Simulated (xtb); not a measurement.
xtb job for AlBr2, SMILES [Br][Al][Br], multiplicity 2, GFN2-xTB. 

```
$ xtb mol.xyz --gfn 2 --sp --chrg 0 --uhf 1 --json
$ cat mol.xyz
3

Al     0.00000000    -0.00000000     0.00599689
Br    -0.00000000    -2.32559325    -0.00111371
Br    -0.00000000     2.32559325    -0.00111371
```

It prints:

```
[banner left out]
          |                Calculation Setup                |
           -------------------------------------------------



           -------------------------------------------------
          |                 G F N 2 - x T B                 |
           -------------------------------------------------

        Reference                      10.1021/acs.jctc.8b01176
      * Hamiltonian:
        H0-scaling (s, p, d)           1.850000    2.230000    2.230000
        zeta-weighting                 0.500000
      * Dispersion:
        s8                             2.700000
        a1                             0.520000
        a2                             5.000000
        s9                             5.000000
      * Repulsion:
        kExp                           1.500000    1.000000
        rExp                           1.000000
      * Coulomb:
        alpha                          2.000000
        third order                    shell-resolved
        anisotropic                    true
        a3                             3.000000
        a5                             4.000000
        cn-shift                       1.200000
        cn-exp                         4.000000
        max-rad                        5.000000


          ...................................................
          :                      SETUP                      :
          :.................................................:
          :  # basis functions                  30          :
          :  # atomic orbitals                  27          :
          :  # shells                            9          :
          :  # electrons                        17          :
          :  max. iterations                   250          :
          :  Hamiltonian                  GFN2-xTB          :
          :  restarted?                      false          :
          :  GBSA solvation                  false          :
          :  PC potential                    false          :
          :  electronic temp.          300.0000000     K    :
          :  accuracy                    1.0000000          :
          :  -> integral cutoff          0.2500000E+02      :
          :  -> integral neglect         0.1000000E-07      :
          :  -> SCF convergence          0.1000000E-05 Eh   :
          :  -> wf. convergence          0.1000000E-03 e    :
          :  Broyden damping             0.4000000          :
          :  net charge                          0          :
          :  unpaired electrons                  1          :
          ...................................................

 iter      E             dE          RMSdq      gap      omega  full diag
   1     -9.3056215 -0.930562E+01  0.179E+01    1.95       0.0  T
   2     -9.3205336 -0.149121E-01  0.180E+01    2.09       1.0  T
   3     -9.3223315 -0.179783E-02  0.132E+01    2.21       1.0  T
   4     -9.3209751  0.135636E-02  0.524E+00    2.51       1.0  T
   5     -9.3220448 -0.106969E-02  0.223E+00    2.53       1.0  T
   6     -9.3234588 -0.141400E-02  0.155E+00    2.54       1.0  T
   7     -9.3239115 -0.452699E-03  0.282E-01    2.52       1.0  T
   8     -9.3239129 -0.141417E-05  0.209E-01    2.53       1.0  T
   9     -9.3238034  0.109542E-03  0.599E-01    2.53       1.0  T
  10     -9.3239101 -0.106777E-03  0.112E-01    2.54       1.0  T
  11     -9.3239140 -0.386892E-05  0.474E-02    2.53       1.2  T
  12     -9.3239149 -0.863074E-06  0.105E-03    2.53      55.0  T
  13     -9.3239149 -0.763603E-10  0.237E-04    2.53     243.7  T
  14     -9.3239149 -0.220979E-11  0.354E-05    2.53    1631.5  T

   *** convergence criteria satisfied after 14 iterations ***

         #    Occupation            Energy/Eh            Energy/eV
      -------------------------------------------------------------
         1        2.0000           -0.8490568             -23.1040
       ...           ...                  ...                  ...
         3        2.0000           -0.4962552             -13.5038
         4        2.0000           -0.4555399             -12.3959
         5        2.0000           -0.4555393             -12.3959
         6        2.0000           -0.4553612             -12.3910
         7        2.0000           -0.4412581             -12.0072
         8        2.0000           -0.4412577             -12.0072
         9        1.0000           -0.3394826              -9.2378 (HOMO)
        10                         -0.2463414              -6.7033 (LUMO)
        11                         -0.2463393              -6.7032
        12                         -0.1848921              -5.0312
        13                         -0.1848921              -5.0312
        14                         -0.0846124              -2.3024
       ...                                ...                  ...
        27                          2.5082317              68.2525
      -------------------------------------------------------------
                  HL-Gap            0.0931413 Eh            2.5345 eV
             Fermi-level           -0.3416411 Eh           -9.2965 eV

 SCC (total)                   0 d,  0 h,  0 min,  0.008 sec
 SCC setup                      ...        0 min,  0.000 sec (  1.864%)
 Dispersion                     ...        0 min,  0.000 sec (  0.432%)
 classical contributions        ...        0 min,  0.000 sec (  0.409%)
 integral evaluation            ...        0 min,  0.001 sec ( 16.069%)
 iterations                     ...        0 min,  0.004 sec ( 56.360%)
 molecular gradient             ...        0 min,  0.002 sec ( 23.073%)
 printout                       ...        0 min,  0.000 sec (  1.501%)

         :::::::::::::::::::::::::::::::::::::::::::::::::::::
         ::                     SUMMARY                     ::
         :::::::::::::::::::::::::::::::::::::::::::::::::::::
         :: total energy              -9.309408072361 Eh    ::
         :: gradient norm              0.000041459897 Eh/a0 ::
         :: HOMO-LUMO gap              2.534503464413 eV    ::
         ::.................................................::
         :: SCC energy                -9.323915036169 Eh    ::
         :: -> isotropic ES            0.017901468119 Eh    ::
         :: -> anisotropic ES          0.004065081188 Eh    ::
         :: -> anisotropic XC         -0.010669867208 Eh    ::
         :: -> dispersion             -0.002064123506 Eh    ::
         :: repulsion energy           0.014506963808 Eh    ::
         :: add. restraining           0.000000000000 Eh    ::
         :: total charge              -0.000000000000 e     ::
         :::::::::::::::::::::::::::::::::::::::::::::::::::::

           -------------------------------------------------
          |                Property Printout                |
           -------------------------------------------------

    * Orbital Energies and Occupations

         #    Occupation            Energy/Eh            Energy/eV
      -------------------------------------------------------------
         1        2.0000           -0.8490568             -23.1040
         2        2.0000           -0.8467723             -23.0418
         3        2.0000           -0.4962552             -13.5038
         4        2.0000           -0.4555399             -12.3959
         5        2.0000           -0.4555393             -12.3959
         6        2.0000           -0.4553612             -12.3910
         7        2.0000           -0.4412581             -12.0072
         8        2.0000           -0.4412577             -12.0072
         9        1.0000           -0.3394826              -9.2378 (HOMO)
        10                         -0.2463414              -6.7033 (LUMO)
Note: The following floating-point exceptions are signalling: IEEE_DENORMAL
normal termination of xtb
        11                         -0.2463393              -6.7032
        12                         -0.1848921              -5.0312
        13                         -0.1848921              -5.0312
        14                         -0.0846124              -2.3024
        15                         -0.0846030              -2.3022
        16                         -0.0371655              -1.0113
        17                          0.0209394               0.5698
        18                          0.0209394               0.5698
        19                          0.0406928               1.1073
        20                          0.0406928               1.1073
       ...                                ...                  ...
        27                          2.5082317              68.2525
      -------------------------------------------------------------
                  HL-Gap            0.0931413 Eh            2.5345 eV
             Fermi-level           -0.3416411 Eh           -9.2965 eV

     #   Z          covCN         q      C6AA      α(0)
     1  13 Al       1.580     0.394   192.852    34.111
     2  35 Br       0.790    -0.197   190.104    22.229
     3  35 Br       0.790    -0.197   190.104    22.229

 Mol. C6AA /au·bohr⁶  :       1663.360901
 Mol. C8AA /au·bohr⁸  :     121840.996897
 Mol. α(0) /au        :         78.570024


Wiberg/Mayer (AO) data.
largest (>0.10) Wiberg bond orders for each atom

 ---------------------------------------------------------------------------
     #   Z sym  total        # sym  WBO       # sym  WBO       # sym  WBO
 ---------------------------------------------------------------------------
     1  13 Al   2.633 --     2 Br   1.316     3 Br   1.316
     2  35 Br   1.389 --     1 Al   1.316
     3  35 Br   1.389 --     1 Al   1.316
 ---------------------------------------------------------------------------

Topologies differ in total number of bonds
Writing topology from bond orders to xtbtopo.mol

molecular dipole:
                 x           y           z       tot (Debye)
 q only:        0.000      -0.000       0.005
   full:        0.000      -0.000       0.007       0.018
molecular quadrupole (traceless):
                xx          xy          yy          xz          yz          zz
 q only:        3.808       0.000      -7.616       0.000       0.000       3.808
  q+dip:        8.553       0.000     -17.105       0.000       0.000       8.553
   full:       10.414       0.000     -20.829       0.000       0.000      10.414


           -------------------------------------------------
          | TOTAL ENERGY               -9.309408072361 Eh   |
          | GRADIENT NORM               0.000041459897 Eh/α |
          | HOMO-LUMO GAP               2.534503464413 eV   |
           -------------------------------------------------

------------------------------------------------------------------------
------------------------------------------------------------------------
 total:
 SCF:
```

The run converged.

Cost: about 0.07 core-seconds (a rough figure).
